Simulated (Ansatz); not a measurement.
The same path of GeH4 + HO (7 atoms, charge 0, multiplicity 2) was run twice with different band settings. Lost on the way: Ge1–H2. Made: H2–O6.

Method: UHF/def2-SVP (Ansatz 0.2.0).

Relaxed end points:

```xyz
7
Properties=species:S:1:pos:R:3
Ge 0.012 0.020 -0.267
H 0.015 0.026 1.267
H 1.457 0.013 -0.779
H -0.714 1.267 -0.782
H -0.713 -1.237 -0.765
O -0.077 -0.121 4.352
H -0.492 -0.769 3.783
```

```xyz
7
Properties=species:S:1:pos:R:3
Ge 0.008 0.014 -0.656
H 0.132 0.245 3.091
H 1.455 -0.018 -1.159
H -0.740 1.247 -1.173
H -0.735 -1.280 -1.007
O -0.054 -0.121 3.943
H -0.579 -0.888 3.770
```

Common settings: movable images 9; climbing image yes; spring 5.0 eV/Å²; start path through a guess of the saddle point; force threshold 0.05 eV/Å; iteration limit 60; end points relaxed.

| run | optimiser | largest step |
| --- | --- | --- |
| 1 | quadratic models (default) | default |
| 2 | lbfgs | 0.5 Å |

Q: What does each run give, and how far can it be trusted?

A: Run 1: converged after 15 iterations, highest image 0.827 eV above the first end. Neighbouring images differ by up to 1.2 eV, so the band resolves the path poorly. A vibrational analysis at the climbing image gives one clearly imaginary mode, 2361i cm⁻¹: a first-order saddle point.
Run 2: converged after 53 iterations, highest image 0.832 eV above the first end. Neighbouring images differ by up to 1.2 eV, so the band resolves the path poorly. The order of the stationary point at the top wasn't checked.
